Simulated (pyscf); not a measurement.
•H₂C–Si(Cl)(Cl)–Cl, doublet

Gas-phase minimum from PySCF at ωB97X-D3(BJ)/def2-SVP, one conformer. Other isomers of •H₂C–Si(Cl)(Cl)–Cl were not searched in full and may lie lower. 

SMILES: Cl[Si](Cl)([CH2])Cl
```xyz
7

C     -0.7211     0.3205    -1.8110
Si    -0.9161    -1.2260    -0.8610
Cl    -1.6910    -0.8278     0.9890
Cl     0.8912    -2.1580    -0.6478
Cl    -2.1865    -2.5278    -1.8037
H     -1.4045     1.1662    -1.6798
H      0.0592     0.4361    -2.5707
```
Charge 0, spin multiplicity 2.

Bonded distances (Å): C1–Si2 1.825, C1–H6 1.095, C1–H7 1.095, Si2–Cl3 2.045, Si2–Cl4 2.045, Si2–Cl5 2.049. Angles (°): Si2–C1–H6 121.7, Si2–C1–H7 121.8, H6–C1–H7 116.5, C1–Si2–Cl3 110.3, C1–Si2–Cl4 110.2, C1–Si2–Cl5 111.4, Cl3–Si2–Cl4 109.2, Cl3–Si2–Cl5 107.8, Cl4–Si2–Cl5 107.8.

Properties at ωB97X-D3(BJ)/def2-SVP:

| Property | Result |
|---|---|
| Harmonic wavenumbers, unscaled | 45, 154, 163, 221, 222, 234, 473, 566, 607, 643, 769, 829, 1372, 3172, 3287 cm⁻¹ |
| Zero-point energy | 18.2 kcal/mol |
| Rotational symmetry number | 1 |
| Entropy of this conformer at 298 K and 1 atm, rigid rotor and harmonic oscillator, modes under 100 cm⁻¹ raised to 100 | 367.7 J/(mol K) |
| Dipole moment | 2.04 D |
| Spin expectation value S2 | 0.753 |

Single-point totals, which compare only within one level:

```json
[
 {"level": "ωB97X-D3(BJ)/def2-TZVP", "total energy (hartree)": "-1709.64389"},
 {"level": "PBE/def2-TZVP", "total energy (hartree)": "-1708.81084"},
 {"level": "r²SCAN/def2-TZVP", "total energy (hartree)": "-1709.44698"},
 {"level": "B3LYP-D3(BJ)/def2-TZVP", "total energy (hartree)": "-1709.65692"},
 {"level": "PBE0-D3(BJ)/def2-TZVP", "total energy (hartree)": "-1708.96693"},
 {"level": "M06-2X/def2-TZVP", "total energy (hartree)": "-1709.49708"},
 {"level": "ωB97M-D3(BJ)/def2-TZVP", "total energy (hartree)": "-1709.78601"}
]
```

The lowest mode is so soft that the shape along it may change with the basis. Soft torsions are taken as harmonic, which can shift the entropy by several J/(mol K).
